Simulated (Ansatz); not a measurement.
A nudged elastic band was laid between two geometries of a periodic cell of 19 atoms, RuC18 (surface graphene monolayer, adsorbate Ru).

Level of theory: Ansatz, DFT PBE-D3(BJ), scalar-relativistic, plane waves, PAW. Settings: PAW set soft_1, cutoff 420 eV, k mesh 2x2x1, fermi-dirac smearing 0.05 eV, no spin polarisation.

| Item | Value |
| --- | --- |
| movable images | 5 |
| climbing image | yes |
| spring | 5.0 eV/Å² |
| optimiser | quadratic models (default) |
| start path | straight line |
| force threshold | 0.03 eV/Å |
| iteration limit | 53 |
| end points | relaxed |

Initial state:

```xyz
19
Lattice="7.3980 0.0000 0.0000 -3.6990 6.4069 0.0000 0.0000 0.0000 11.0000" Properties=species:S:1:pos:R:3
C 0.002 -0.066 1.048
C 1.223 0.649 1.047
C -1.229 2.065 1.048
C 0.002 2.764 1.047
C -2.476 4.195 1.047
C -1.239 4.909 1.004
C 2.460 -0.065 1.004
C 3.701 0.651 1.003
C 1.232 2.065 1.048
C 2.470 2.779 1.047
C 0.002 4.193 1.004
C 1.242 4.909 1.004
C 4.941 -0.065 1.004
C 6.178 0.649 1.047
C 3.701 2.080 1.047
C 4.931 2.779 1.047
C 2.479 4.195 1.047
C 3.701 4.911 1.048
Ru 0.002 5.625 2.681
```

Final state:

Only the atoms that move by more than 0.05 Å are listed.
```
Ru19 1.235 7.761 2.681
```

**Question.** What changes between the two ends?

**Answer.** Contacts lost: C6–Ru19, C7–Ru19, C11–Ru19, C12–Ru19. Contacts made: C3–Ru19, C14–Ru19, C15–Ru19, C16–Ru19. The atom that moves furthest is Ru19, by 2.47 Å; four of its nearest neighbours are C12 2.21, C11 2.21, C6 2.21, C7 2.21 Å at the first end and C14 2.21, C13 2.21, C8 2.21, C15 2.21 Å at the last.

**Question.** What energy profile does the band end with?

**Answer.** The run converged. The highest image is number 3 of 0 to 6, 0.77 eV above the ends, which have the same energy within 2 meV. By the program's own check the climbing image is of a kind that is not told: the force calls were inconclusive, a negative curvature could not be distinguished from the path's own, the only one lies far off the path, or fixed occupations may fill a level only in part (lowest curvatures found: -0.43 and 0.14 eV/Å²). Limits of this set-up: coarse k mesh, slab without dipole correction.

| image | path coordinate (Å) | energy (eV) | C6–Ru19 (Å) | C7–Ru19 (Å) | C11–Ru19 (Å) |
| --- | --- | --- | --- | --- | --- |
| 0 | 0.00 | 0.00 | 2.21 | 2.21 | 2.21 |
| 1 | 0.47 | 0.18 | 2.40 | 2.15 | 2.55 |
| 2 | 0.95 | 0.60 | 2.73 | 2.18 | 2.98 |
| 3 | 1.43 | 0.77 | 3.06 | 2.29 | 3.38 |
| 4 | 1.90 | 0.60 | 3.43 | 2.67 | 3.62 |
| 5 | 2.38 | 0.18 | 3.77 | 2.99 | 3.85 |
| 6 | 2.85 | 0.00 | 4.11 | 3.30 | 4.11 |

**Question.** What is the geometry of the highest image?

**Answer.** 
```xyz
19
Lattice="7.3980 0.0000 0.0000 -3.6990 6.4069 0.0000 0.0000 0.0000 11.0000" Properties=species:S:1:pos:R:3
C 0.033 -0.085 1.058
C 1.256 0.631 1.039
C -1.195 2.051 0.997
C 0.033 2.760 0.979
C -2.432 4.183 1.060
C -1.200 4.884 1.040
C 2.498 -0.087 1.050
C 3.731 0.625 0.847
C 1.261 2.051 0.997
C 2.488 2.765 1.039
C 0.033 4.178 0.997
C 1.265 4.884 1.038
C 4.965 -0.087 1.049
C 6.208 0.631 1.039
C 3.731 2.049 1.050
C 4.975 2.765 1.040
C 2.497 4.182 1.058
C 3.731 4.896 1.063
Ru 0.060 7.015 2.831
```

Run time: 27 min on 1 thread of Arm Neoverse V1, on a shared host, peak memory 1 GiB.
